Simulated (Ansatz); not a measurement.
Geometry optimisation of In2Se3.

```yaml
crystal:
  periodic: [false, false, false]
  atoms:
    - {symbol: In, position_ang: [1.153460, 1.371190, 1.723710]}
    - {symbol: In, position_ang: [-1.164190, -1.943390, -1.025360]}
    - {symbol: Se, position_ang: [1.611270, -0.794840, -0.384940]}
    - {symbol: Se, position_ang: [0.007410, 0.824270, -1.007180]}
    - {symbol: Se, position_ang: [-1.607950, 0.542770, 0.693770]}
basis:
  gaussian: {orbitals: def2-SVP}
hamiltonian: {xc: {name: B3LYP}, dispersion: d4}
scf: {lower_state_search: "off"}
output: {orbitals: {seedname: orbitals}}
relax: {f_tol: 0.02, max_steps: 100}
```

```sh
$ ansatz run in.yaml --threads 4 --pin off --events-out ev --progress --plain --max-ram 4787MiB
```

Output, abridged:

```
Functional definition: B3LYP
  name "B3LYP"
  cite "Stephens, Devlin, Chabalowski & Frisch, J. Phys. Chem. 98, 11623 (1994) doi:10.1021/j100096a001"
  cite "Becke, Phys. Rev. A 38, 3098 (1988) doi:10.1103/PhysRevA.38.3098"
  cite "Lee, Yang & Parr, Phys. Rev. B 37, 785 (1988) doi:10.1103/PhysRevB.37.785"
  cite "Vosko, Wilk & Nusair, Can. J. Phys. 58, 1200 (1980) doi:10.1139/p80-159"
  parameter a0 = 0.2
  parameter ax = 0.72
  parameter ac = 0.81
  exchange = (1 - a0 - ax)*slater_x + ax*b88_x + a0*exact_x
  correlation = (1 - ac)*vwn_rpa_c + ac*lyp_c
these checks for a lower state are left out or cut short: stability, starts, cluster_reference, orbital_swaps, neighbouring_geometries, increment
mean field -206383.44343136 eV, -7584.4516543802 hartree, gradient 2.7e-6 eV, S^2 0.000000; 0 other end points of the search recorded, 0 dependent functions left out
the calculation of the forces begins
relax step   1: F+E_penalty+E_count = -206384.10976940 eV  Δ(F+E_penalty+E_count) = +0.000e0 eV  max|allowed force component| = 8.934e-1 eV/Å  Δτ_max = 0.0000 Å  (16 SCF iters, accepted)
these checks for a lower state are left out or cut short: stability, starts, cluster_reference, orbital_swaps, neighbouring_geometries, increment
mean field -206383.52636582 eV, -7584.4547021652 hartree, gradient 9.1e-7 eV, S^2 0.000000; 0 other end points of the search recorded, 0 dependent functions left out
the calculation of the forces begins
relax step   2: F+E_penalty+E_count = -206384.19615128 eV  Δ(F+E_penalty+E_count) = -8.638e-2 eV  max|allowed force component| = 9.580e-2 eV/Å  Δτ_max = 0.1090 Å  (20 SCF iters, accepted)
these checks for a lower state are left out or cut short: stability, starts, cluster_reference, orbital_swaps, neighbouring_geometries, increment
mean field -206383.54987039 eV, -7584.4555659424 hartree, gradient 2.0e-6 eV, S^2 0.000000; 0 other end points of the search recorded, 0 dependent functions left out
the calculation of the forces begins
relax step   3: F+E_penalty+E_count = -206384.22214360 eV  Δ(F+E_penalty+E_count) = -2.599e-2 eV  max|allowed force component| = 9.608e-2 eV/Å  Δτ_max = 0.1635 Å  (21 SCF iters, accepted)
these checks for a lower state are left out or cut short: stability, starts, cluster_reference, orbital_swaps, neighbouring_geometries, increment
mean field -206383.54790147 eV, -7584.4554935858 hartree, gradient 1.3e-6 eV, S^2 0.000000; 0 other end points of the search recorded, 0 dependent functions left out
the calculation of the forces begins
relax step   4: F+E_penalty+E_count = -206384.22261902 eV  Δ(F+E_penalty+E_count) = -4.754e-4 eV  max|allowed force component| = 1.144e-1 eV/Å  Δτ_max = 0.0641 Å  (20 SCF iters, accepted)
these checks for a lower state are left out or cut short: stability, starts, cluster_reference, orbital_swaps, neighbouring_geometries, increment
mean field -206383.55184939 eV, -7584.4556386691 hartree, gradient 2.9e-6 eV, S^2 0.000000; 0 other end points of the search recorded, 0 dependent functions left out
the calculation of the forces begins
relax step   5: F+E_penalty+E_count = -206384.22557533 eV  Δ(F+E_penalty+E_count) = -2.956e-3 eV  max|allowed force component| = 3.762e-3 eV/Å  Δτ_max = 0.0313 Å  (20 SCF iters, accepted)
these checks for a lower state are left out or cut short: stability, starts, cluster_reference, orbital_swaps, neighbouring_geometries, increment
mean field -206383.55186736 eV, -7584.4556393295 hartree, gradient 2.2e-6 eV, S^2 0.000000; 0 other end points of the search recorded, 0 dependent functions left out
the calculation of the forces begins
relax step   6: F+E_penalty+E_count = -206384.22565168 eV  Δ(F+E_penalty+E_count) = -7.634e-5 eV  max|allowed force component| = 5.359e-3 eV/Å  Δτ_max = 0.0316 Å  (20 SCF iters, accepted)
these checks for a lower state are left out or cut short: stability, starts, cluster_reference, orbital_swaps, neighbouring_geometries, increment
mean field -206383.55190703 eV, -7584.4556407873 hartree, gradient 1.5e-6 eV, S^2 0.000000; 0 other end points of the search recorded, 0 dependent functions left out
the calculation of the forces begins
relax step   7: F+E_penalty+E_count = -206384.22566293 eV  Δ(F+E_penalty+E_count) = -1.125e-5 eV  max|allowed force component| = 2.816e-3 eV/Å  Δτ_max = 0.0016 Å  (15 SCF iters, accepted)
these checks for a lower state are left out or cut short: stability, starts, cluster_reference, orbital_swaps, neighbouring_geometries, increment
[...]
the calculation of the forces begins
relax step  15: F+E_penalty+E_count = -206384.21173942 eV  Δ(F+E_penalty+E_count) = +4.390e-2 eV  max|allowed force component| = 6.289e-1 eV/Å  Δτ_max = 0.1984 Å  (20 SCF iters, rejected (line search))
these checks for a lower state are left out or cut short: stability, starts, cluster_reference, orbital_swaps, neighbouring_geometries, increment
mean field -206383.54974107 eV, -7584.4555611897 hartree, gradient 1.6e-6 eV, S^2 0.000000; 0 other end points of the search recorded, 0 dependent functions left out
the calculation of the forces begins
relax step  16: F+E_penalty+E_count = -206384.26033212 eV  Δ(F+E_penalty+E_count) = -4.689e-3 eV  max|allowed force component| = 1.437e-1 eV/Å  Δτ_max = 0.0295 Å  (22 SCF iters, accepted)
these checks for a lower state are left out or cut short: stability, starts, cluster_reference, orbital_swaps, neighbouring_geometries, increment
mean field -206383.55625390 eV, -7584.4558005320 hartree, gradient 1.3e-6 eV, S^2 0.000000; 0 other end points of the search recorded, 0 dependent functions left out
the calculation of the forces begins
relax step  17: F+E_penalty+E_count = -206384.26150747 eV  Δ(F+E_penalty+E_count) = -1.175e-3 eV  max|allowed force component| = 2.584e-1 eV/Å  Δτ_max = 0.0959 Å  (21 SCF iters, accepted)
these checks for a lower state are left out or cut short: stability, starts, cluster_reference, orbital_swaps, neighbouring_geometries, increment
mean field -206383.54430506 eV, -7584.4553614203 hartree, gradient 2.2e-6 eV, S^2 0.000000; 0 other end points of the search recorded, 0 dependent functions left out
the calculation of the forces begins
relax step  18: F+E_penalty+E_count = -206384.25964373 eV  Δ(F+E_penalty+E_count) = +1.864e-3 eV  max|allowed force component| = 2.115e-1 eV/Å  Δτ_max = 0.1464 Å  (21 SCF iters, rejected (line search))
these checks for a lower state are left out or cut short: stability, starts, cluster_reference, orbital_swaps, neighbouring_geometries, increment
mean field -206383.55786385 eV, -7584.4558596967 hartree, gradient 1.8e-6 eV, S^2 0.000000; 0 other end points of the search recorded, 0 dependent functions left out
the calculation of the forces begins
relax step  19: F+E_penalty+E_count = -206384.26552207 eV  Δ(F+E_penalty+E_count) = -4.015e-3 eV  max|allowed force component| = 9.852e-2 eV/Å  Δτ_max = 0.0732 Å  (21 SCF iters, accepted)
these checks for a lower state are left out or cut short: stability, starts, cluster_reference, orbital_swaps, neighbouring_geometries, increment
mean field -206383.56347865 eV, -7584.4560660366 hartree, gradient 1.7e-6 eV, S^2 0.000000; 0 other end points of the search recorded, 0 dependent functions left out
the calculation of the forces begins
relax step  20: F+E_penalty+E_count = -206384.26989950 eV  Δ(F+E_penalty+E_count) = -4.377e-3 eV  max|allowed force component| = 2.619e-2 eV/Å  Δτ_max = 0.0356 Å  (22 SCF iters, accepted)
these checks for a lower state are left out or cut short: stability, starts, cluster_reference, orbital_swaps, neighbouring_geometries, increment
mean field -206383.56295060 eV, -7584.4560466312 hartree, gradient 1.5e-6 eV, S^2 0.000000; 0 other end points of the search recorded, 0 dependent functions left out
the calculation of the forces begins
relax step  21: F+E_penalty+E_count = -206384.27038940 eV  Δ(F+E_penalty+E_count) = -4.899e-4 eV  max|allowed force component| = 9.306e-3 eV/Å  Δτ_max = 0.0160 Å  (21 SCF iters, accepted)
Total energy: -206384.27063684 eV, -7584.4820536206 hartree
Atom 0 at     1.021963     0.774707     2.079310 Å, force     0.005080    -0.000028     0.005638 eV/Å
Atom 1 at    -0.997873    -1.931895    -0.565925 Å, force     0.000749     0.004756     0.000955 eV/Å
Atom 2 at     1.685557    -0.470980    -0.562321 Å, force     0.003040    -0.003575     0.002430 eV/Å
Atom 3 at    -0.181067     0.749893    -1.471765 Å, force    -0.003186     0.002014    -0.009306 eV/Å
Atom 4 at    -1.528579     0.878274     0.520701 Å, force    -0.005684    -0.003167     0.000282 eV/Å
Dipole moment:     0.003494    -0.265129     0.341294 e Å
Checks for a lower state left out: stability, starts, cluster_reference, orbital_swaps, neighbouring_geometries, increment
```

Run time 89 s (4 threads of Arm Neoverse V1 on a shared host).

In the def2 sets In takes a core potential; there is no spin–orbit coupling. The structure comes from a short search, and lower isomers may exist.
